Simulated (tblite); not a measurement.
Compound: C8H18P (charge +1).
Numbering: `[CH3:1][CH:2]([CH3:3])[C@@H:4]1[CH2:5][CH2:6][CH2:7][P@@H+:8]1[CH3:9]` (hydrogens: H10, H11, H12 on C1; H13 on C2; H14, H15, H16 on C3; H17 on C4; H18, H19 on C5; H20, H21 on C6; H22, H23 on C7; H24 on P8; H25, H26, H27 on C9)

Computed geometry: GFN2-xTB, gas phase.

(1) What internal coordinates does the optimisation give?

Results:

(1) 
```tsv
bond	length (Å)
C1–C2	1.527
C2–C3	1.527
C2–C4	1.534
C4–C5	1.538
C5–C6	1.527
C6–C7	1.538
C7–P8	1.823
P8–C9	1.805
C4–P8	1.836
C1–H10, C1–H11, C1–H12	1.089
C2–H13	1.096
C3–H14, C3–H15, C3–H16	1.086
C4–H17	1.098
C5–H18	1.088
C5–H19	1.093
C6–H20	1.091
C6–H21	1.089
C7–H22	1.090
C7–H23	1.094
P8–H24	1.380
C9–H25, C9–H26, C9–H27	1.090
```

Bonds in one row agree within 0.01 Å and their mean is given. A selection of angles:
```tsv
angle	degrees
C2–C1–H10	110.6
C2–C1–H12	110.4
H10–C1–H11	108.4
C1–C2–C3	110.4
C1–C2–C4	109.0
C1–C2–H13	109.4
C3–C2–C4	110.7
C3–C2–H13	108.4
C4–C2–H13	108.9
C2–C3–H14	109.7
C2–C3–H15	110.7
H14–C3–H15	108.2
H15–C3–H16	108.7
C2–C4–C5	117.1
C2–C4–P8	113.4
C2–C4–H17	108.8
C5–C4–P8	101.5
C5–C4–H17	108.8
P8–C4–H17	106.6
C4–C5–C6	107.0
C4–C5–H18	110.7
C4–C5–H19	110.0
C6–C5–H18	110.9
C6–C5–H19	110.1
H18–C5–H19	108.1
C5–C6–C7	107.3
C5–C6–H20	109.6
C5–C6–H21	111.3
C7–C6–H20	110.1
C7–C6–H21	110.7
H20–C6–H21	107.8
C6–C7–P8	104.2
C6–C7–H22	112.8
C6–C7–H23	110.9
P8–C7–H22	112.7
P8–C7–H23	108.0
H22–C7–H23	108.1
C7–P8–C9	110.1
C7–P8–H24	111.1
C9–P8–H24	108.3
C4–P8–C7	97.4
C4–P8–C9	116.8
C4–P8–H24	112.8
P8–C9–H25	111.4
```

Dihedral angles: C1–C2–C4–C5 -178° (antiperiplanar); C2–C4–C5–C6 -167° (antiperiplanar); C4–C5–C6–C7 51° (synclinal); C5–C6–C7–P8 -33° (synclinal); C6–C7–P8–C9 128° (anticlinal); C2–C4–P8–C7 148° (anticlinal).

Of the pairs four or more bonds apart, P8···H11 is among the closest relative to their van der Waals radii: 2.72 Å, 91 % of the sum of Bondi's values. The 5-membered ring C4–C5–C6–C7–P8 has internal angles of 97.4° to 107.3°; it is puckered, 0.20 Å rms from its mean plane, widest ring torsion 51°. P8 (phosphonium phosphorus) is distorted tetrahedral (angles from 97.4° to 116.8°). The C–P distances run from 1.805 Å (P8–C9, drawn single) to 1.836 Å (C4–P8, drawn single), a spread of 0.031 Å.

Point group: C1 (no symmetry element, even within 0.4 Å). Its GFN2-xTB frequencies are all real (lowest 67 cm⁻¹).

One conformer stands for the species.
